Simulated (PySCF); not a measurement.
Two-photon absorption: `C(C)(=O)C1=CC=CC(N)=C1`, C8H9NO

Geometry:
| atom | x (Å) | y (Å) | z (Å) |
| --- | --- | --- | --- |
| C1 | 3.144 | -0.267 | -0.123 |
| C2 | 1.868 | -0.695 | 0.560 |
| O3 | 1.894 | -1.460 | 1.499 |
| C4 | 0.569 | -0.151 | 0.048 |
| C5 | 0.492 | 0.722 | -1.045 |
| C6 | -0.758 | 1.176 | -1.459 |
| C7 | -1.916 | 0.777 | -0.803 |
| C8 | -1.855 | -0.098 | 0.298 |
| N9 | -2.995 | -0.461 | 0.979 |
| C10 | -0.594 | -0.553 | 0.707 |
| H11 | 3.262 | 0.827 | -0.085 |
| H12 | 3.992 | -0.745 | 0.382 |
| H13 | 3.136 | -0.558 | -1.184 |
| H14 | 1.391 | 1.045 | -1.572 |
| H15 | -0.835 | 1.855 | -2.312 |
| H16 | -2.888 | 1.147 | -1.141 |
| H17 | -3.875 | -0.369 | 0.491 |
| H18 | -2.934 | -1.279 | 1.570 |
| H19 | -0.487 | -1.234 | 1.555 |

Theory: TDDFT CAM-B3LYP/aug-cc-pVDZ excited states, vertical, gas phase (PySCF 2.14.0). Geometry: PBE0-D3(BJ)/def2-SVP.

Task: How strongly do the lowest singlets absorb one photon, and two photons of half the energy?

Result: δ for parallel linear polarisation; σ at the peak of a Lorentzian of half width 0.1 eV, single beam; Ω is circular over linear.
```
state  E (eV)      f  photon λ (nm)  δ (au)  σ (GM)     Ω                                main
   S1    3.99  0.000            621     0.4    0.00  1.50                    HOMO−2→LUMO 0.87
   S2    4.14  0.054            599    79.1    0.50  1.45                      HOMO→LUMO 0.91
   S3    5.03  0.006            493    34.5    0.32  1.47                    HOMO→LUMO+1 0.83
   S4    5.22  0.054            475     110    1.10  1.37  HOMO−1→LUMO 0.56, HOMO→LUMO+4 0.29
   S5    5.68  0.047            436    83.3    0.98  1.43  HOMO→LUMO+2 0.62, HOMO→LUMO+3 0.18
   S6    5.81  0.526            427     206    2.55  0.65  HOMO→LUMO+4 0.50, HOMO−1→LUMO 0.32
```

Among these, the strongest one-photon state is S6, the strongest two-photon state S6, with a dipole change of 3.0 D (relaxed, norm of the difference vector).
